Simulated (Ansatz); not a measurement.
One change: `CNCSS` becomes `CN[CH2][AlH][NH2]`.

Ansatz, PBE0-D4/def2-TZVP geometries, multiplicity 1. Each molecule was computed in one conformer, which needn't be the lowest.

| property | `CNCSS` |
| --- | --- |
| HOMO energy (PBE0/def2-TZVPP) / eV | -6.59 |
| size of the dipole moment (PBE/def2-TZVPP) / D | 1.22 |
| HOMO–LUMO gap (B3LYP/def2-TZVPP) / eV | 5.66 |
| HOMO energy (ωB97M-V/def2-TZVPP) / eV | -8.80 |
| HOMO–LUMO gap (ωB97M-V/def2-TZVPP) / eV | 10.38 |
| LUMO energy (B3LYP/def2-TZVPP) / eV | -0.71 |

What does the change do to each property? (Estimate.)

Computed: 
| property | `CN[CH2][AlH][NH2]` | shift |
| --- | --- | --- |
| HOMO energy (PBE0/def2-TZVPP) / eV | -6.15 | 0.44 |
| size of the dipole moment (PBE/def2-TZVPP) / D | 1.04 | -0.18 |
| HOMO–LUMO gap (B3LYP/def2-TZVPP) / eV | 5.55 | -0.11 |
| HOMO energy (ωB97M-V/def2-TZVPP) / eV | -8.48 | 0.32 |
| HOMO–LUMO gap (ωB97M-V/def2-TZVPP) / eV | 9.86 | -0.52 |
| LUMO energy (B3LYP/def2-TZVPP) / eV | -0.39 | 0.32 |

With PBE0 the HOMO rises by 0.44 eV and the LUMO rises by 0.28 eV, so the gap narrows by about 0.16 eV. PBE moves the HOMO by 0.53 eV and ωB97M-V by 0.32 eV. Dipoles are sizes alone; their direction can turn.

B3LYP here is the variant with VWN-RPA as its local correlation; programs differ in this.
